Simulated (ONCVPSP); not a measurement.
**u(r) = r·R(r): atom against pseudo-atom (Ni (Z = 28))**

Columns: radius, all-electron u(r) and pseudo u(r) of the 3s shell (level -130.42 eV) of nickel in the configuration [Ne] 3s2 3p6 3d8; PBEsol, scalar-relativistic, ONCV scheme, ONCVPSP 4.0.1.

```
r (bohr)  all-electron  pseudo
   0.072       -0.0210  0.1287
   0.145       -0.6561  0.2728
   0.217       -0.5583  0.4357
   0.290       -0.0766  0.6190
   0.362        0.4461  0.8051
   0.435        0.8669  0.9794
   0.507        1.1342  1.1172
   0.580        1.2676  1.2064
   0.652        1.2958  1.2380
   0.725        1.2530  1.2154
   0.798        1.1665  1.1482
   0.870        1.0585  1.0521
   0.942        0.9422  0.9409
   1.015        0.8249  0.8248
   1.088        0.7138  0.7138
   1.160        0.6133  0.6133
   1.232        0.5231  0.5231
   1.305        0.4425  0.4425
   1.378        0.3724  0.3724
   1.450        0.3129  0.3129
   1.522        0.2619  0.2619
   1.595        0.2180  0.2180
   1.668        0.1809  0.1809
   1.740        0.1502  0.1502
   1.812        0.1244  0.1244
   1.885        0.1026  0.1026
```

(1) How many radial nodes do the two functions have?

(2) At about which radius was the pseudo-wave matched?

(3) Where does each function peak?

(4) Is the pseudo-wave norm-conserving?

Answers

(1) The all-electron 3s function has n − l − 1 = 2 (the table is too coarse to show those close to the nucleus); the pseudo-wave has 0, since the states of the same l below it are removed with the core.

(2) 1.10 bohr. The columns agree to 0.0005 from 1.01 bohr on; several derivatives are matched, so the curves merge somewhat inside the radius.

(3) Outermost all-electron maximum near 0.65 bohr, pseudo maximum near 0.65 bohr (to the table’s step).

(4) Yes: the ONCV scheme keeps the norm inside the radius equal to the all-electron one, which fixes the energy derivative of the logarithmic derivative at the level.
